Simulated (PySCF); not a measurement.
C2H5FSi2, SMILES F[Si@@H]([SiH3])C#C.

Coordinates come from a B3LYP-D3(BJ)/def2-SVP optimisation. The structure was generated by enumeration; whether it is a known compound was not checked.

Two levels are set side by side: PBE/def2-TZVP (PySCF) and ωB97X/def2-TZVP (PySCF). Same geometry, gas phase. Differences are taken from unrounded values.

```json
[
 {"quantity": "orbital gap (eV)", "ωB97X": "11.31"},
 {"quantity": "highest occupied level (eV)", "ωB97X": "-10.37"},
 {"quantity": "lowest empty level (eV)", "ωB97X": "0.94"},
 {"quantity": "dipole moment (D)", "ωB97X": "1.79"},
 {"quantity": "mean polarisability (bohr³)", "ωB97X": "74.0"}
]
```

Q: What does PBE give, and how far is it from ωB97X? (An estimate is asked for; the answer gives what the named calculation found.)

A: 
| quantity | PBE | PBE minus ωB97X |
|---|---|---|
| orbital gap (eV) | 4.86 | -6.45 |
| highest occupied level (eV) | -6.92 | 3.45 |
| lowest empty level (eV) | -2.06 | -3.00 |
| dipole moment (D) | 1.67 | -0.12 |
| mean polarisability (bohr³) | 78.4 | 4.4 |

Without exact exchange PBE keeps part of each electron's self-repulsion, which lifts occupied levels and narrows the gap. Loosely held outer electrons make PBE densities more polarisable. Differences between two approximate levels are no errors against the true value.

Rough cost on one machine, each run with all the roots and properties that it gave: ωB97X against PBE within a factor of 2.
